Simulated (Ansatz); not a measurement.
Two isomers of C2H8OSSi: A = `CSC[SiH2]O`, B = `OCSC[SiH3]`.

Computed with Ansatz on PBE0-D4/def2-TZVP structures; ΔE is electronic, products minus reactants. CBS: MP2 limit from def2 TZ/QZ plus the TZ coupled-cluster correction, frozen cores. DFT in def2-TZVPP. B3LYP here is the variant with VWN-RPA as its local correlation; programs differ in this. One conformer a species, not always the lowest.

Task: Which is lower in electronic energy at CCSD(T)/CBS, and by how much? (An estimate is asked.)

Result: The calculation gave: A, by 173.6 kJ/mol.

Task: Give E(B) − E(A) in kJ/mol with HF/def2-TZVPP, r2SCAN-D4, LDA (SPW92), B3LYP-D4, MP2/def2-TZVPP, CCSD(T)/def2-TZVPP, CCSD(T)/def2-SVP. (Best estimate.)

Result: Computed: HF/def2-TZVPP 175.1, r2SCAN-D4 169.7, LDA (SPW92) 156.4, B3LYP-D4 168.0, MP2/def2-TZVPP 178.0, CCSD(T)/def2-TZVPP 169.9, CCSD(T)/def2-SVP 143.3. None reverses the order clearly.

Task: Does the order hold for the free energy at 298.15 K (harmonic terms from PBE0-D4)? (Best estimate.)

Result: Computed: Yes: G(B) − G(A) = +172.5 kJ/mol, for one conformer each. Modes under 60 cm⁻¹, often nearly free rotors, make the harmonic entropy too high.

Largest T1 diagnostic: 0.011.

From PBE to PBE0 (25 % exact exchange), in def2-TZVPP and without D4, E(B) − E(A) moves by +6.7 kJ/mol. Leaving LDA and LC-ωPBE aside and taking each functional with its dispersion term where it has one, the values, not all of them listed here, spread over 18.3 kJ/mol, from revPBE-D4 to BHLYP-D4.
